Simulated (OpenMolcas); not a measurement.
# d6 ions of charge +3 down a group on the Ga site of K2NaGaF6

```json
{
 "Program": "OpenMolcas",
 "Method": "SS-CASPT2, IPEA 0.25 Eh, imaginary shift 0.1 Eh",
 "Spin-orbit coupling": "state interaction with AMFI integrals over the reference wave functions"
}
```

The d shell is active; CASPT2 correlates the ligand valence shells and the outer metal core. Each dopant is a cluster with its nearest anions in model potentials and point charges, with no relaxation. Distances were set from a Shannon-type radius of the metal (high-spin where two are listed) plus a fixed donor radius (F 1.31 Å), in hosts weighted 0.65 to 0.35 with the host's distance in the model lattice. Ligand basis ANO-RCC-VDZP, DKH2 Hamiltonian. States (labels of O, the rotations of Oh). Energies in cm-1 above the lowest state or level, χT in cm3 K/mol; under a threefold ground state the first gap can be a small split of the lowest multiplet, not the spin-orbit step. Spin-only χT is S(S+1) / 2 for the spin of the ground state.

```json
{"Ion": "Co3+", "Shell": "3d6", "R (Å)": "1.926", "Metal basis": "ANO-RCC-VTZP", "Ground state": "5T2", "First state of that spin": "5E 13800", "First gap with spin-orbit (degeneracies)": "250 (3, 2)", "χT at 300 K": "4.126", "First state of another spin": "1A1 2460", "Spin-only χT": "3.000"}
{"Ion": "Ir3+", "Shell": "5d6", "R (Å)": "1.972", "Metal basis": "ANO-RCC-VTZP", "Ground state": "1A1", "First state of that spin": "1T1 28030", "First gap with spin-orbit (degeneracies)": "21540 (1, 2)", "χT at 300 K": "0.025", "First state of another spin": "2S+1 = 3: 23820", "Spin-only χT": "0.000"}
```

Below the highest spin of the shell: Ir3+. χT departs most from the spin-only value for Co3+, by +1.126 cm3 K/mol.

Roots that are degenerate in the reference are averaged as groups; the widest CASPT2 spread within a group is 520 cm-1 (the 2-fold group of multiplicity 1 near 72900 cm-1 above the lowest state of its run, Co3+). Shifts and gaps below about the spread of the groups concerned are not significant. Over all roots computed the reference weight is 0.68 to 0.73 in Co3+, 0.71 to 0.72 in Ir3+; the roots of lowest weight are the least certain, and an intruder state may touch them. Ligand-to-metal charge-transfer states are missing. With no ligand orbital active B as a rule stays too high, so bands that hang on it stand too high and its fall with covalency is understated. With one d shell and no ligand orbital active, 10Dq can be off by a tenth or more. An orbital triplet at a regular site is open to Jahn-Teller coupling, which can distort the site and quench the lowest spin-orbit gaps and is left out (holds for Co3+). This shell can be high or low spin here, a state of another spin lies low, and with metal d orbitals alone active their balance is uncertain, so the ground spin may be wrong (holds for Co3+). A single d shell leaves out the double-shell effect, which counts most for late 3d ions, where the CASPT2 field can be off either way by tens of per cent (holds for Co3+). These CASPT2 states fit no ligand-field parameters well, so their order and spin gaps are uncertain (holds for Co3+). The least metal-like active orbital is 78 % on the metal (Löwdin) and no ligand orbital is active, so the numbers are rough (holds for Ir3+). No measured value stands beside these numbers; the geometry was set by hand and not optimised.

A state without a sure symmetry label is named by its multiplicity alone.
